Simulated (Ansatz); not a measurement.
Geometry optimisation, Ansatz 0.2.0, RKS BHLYP-D4/6-31G*.

input.yaml

```yaml
crystal:
  periodic: [false, false, false]
  atoms:
    - { symbol: B, position_ang: [0.0, 0.0, 0.0] }
    - { symbol: O, position_ang: [0.0, 0.0, 1.76] }
    - { symbol: H, position_ang: [-0.9095, -0.2814, 2.0971] }
    - { symbol: O, position_ang: [1.2211, 0.0, -0.705] }
    - { symbol: H, position_ang: [1.5209, -0.9519, -0.8599] }
    - { symbol: F, position_ang: [-1.1431, 0.0, -0.66] }
    - { symbol: H, position_ang: [0.0668, 1.4124, 0.4698] }
    - { symbol: H, position_ang: [0.0544, 1.1498, 1.3187] }
basis:
  gaussian: { orbitals: "6-31G*" }
hamiltonian:
  xc: { name: BHLYP }
  dispersion: d4
relax:
  f_tol: 0.15
  max_steps: 25
  restrain:
    - { distance: [0, 6], at: 1.19, k: 30.0 }
    - { distance: [7, 1], at: 1.01, k: 30.0 }
    - { distance: [0, 1], at: 2.61, k: 30.0 }
    - { distance: [7, 6], at: 1.86, k: 30.0 }
```

Run as:

```bash
$ ansatz run input.yaml --threads 1 --pin off --max-ram 2048MiB --backend cpu --events-out ev --progress --plain --runs-dir out
```

Q: Where does it end, and by what steps?

A: It converged. The restraints hold the end off the free minimum; the threshold counts their pulls, which the force column leaves out. Restrained pairs: B1–H7 (1.49 → 1.19 Å), O2–H8 (1.23 → 0.98 Å), B1–O2 (1.76 → 2.61 Å), H7–H8 (0.89 → 1.87 Å). After 9 steps the energy has fallen by 3.053 eV (the restraints' own energy left out); H8 moved furthest, 0.62 Å.

```tsv
step	energy less start (eV)	largest force component (eV/Å)	accepted
0	0.0000	4.172	yes
1	-0.6674	5.836	yes
2	-2.0879	4.487	yes
3	-2.7620	0.966	yes
4	-2.8624	1.645	yes
5	-2.9170	1.465	yes
6	-3.0072	1.067	yes
7	-3.0378	0.934	yes
8	-3.0389	0.905	yes
9	-3.0529	1.070	yes
```

```xyz
8
Properties=species:S:1:pos:R:3
B 0.178 0.387 -0.387
O -0.083 0.052 2.187
H -1.004 -0.213 2.198
O 1.357 -0.077 -0.811
H 1.299 -0.969 -1.156
F -0.934 -0.306 -0.601
H 0.103 1.467 0.098
H -0.106 0.986 1.893
```

Time of the run: 20 s on 1 thread of Arm Neoverse V2 (shared host), peak memory 0.13 GiB.
